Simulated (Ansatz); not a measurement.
Born–Oppenheimer molecular dynamics of CH$_{5}$BFN (9 atoms, charge 0, multiplicity 1). It starts from a relaxed structure.

These are results of RKS PBE0-D4/6-31G* in Ansatz, not measurements.

```
ensemble        : NVT, Langevin thermostat
time step       : 0.25 fs
steps asked     : 500
set temperature : 50 K
friction        : 0.005 /fs
seed            : 951280
```

First frame:

```xyz
9
Properties=species:S:1:pos:R:3
B 0.132 0.233 0.030
C 0.031 -0.089 1.567
H -0.850 -0.710 1.771
H 0.908 -0.607 1.967
H -0.106 0.835 2.143
N 1.241 -0.090 -0.761
H 2.057 -0.555 -0.399
H 1.286 0.127 -1.745
F -0.898 0.857 -0.577
```

Problem. How far do the bonds stretch over the last three quarters of this one trajectory? (Pairs bonded in most of those frames.)

Solution. 
```tsv
bond	mean (Å)	spread (Å)	shortest	longest
B1–C2	1.574	0.005	1.57	1.58
B1–N6	1.402	0.007	1.39	1.41
B1–F9	1.349	0.007	1.33	1.36
C2–H3	1.098	0.014	1.07	1.12
C2–H4	1.096	0.009	1.08	1.11
C2–H5	1.097	0.008	1.08	1.11
N6–H7	1.007	0.004	1.00	1.02
N6–H8	1.009	0.004	1.00	1.02
```

Mean temperature of the second half: 32 K. The mean temperature of the second half is 36 % below the set value. A run of 0.12 ps of so small a system gives no equilibrium averages.

The run took 16 min on 1 thread of Arm Neoverse V2 (shared host), peak memory 0.12 GiB.
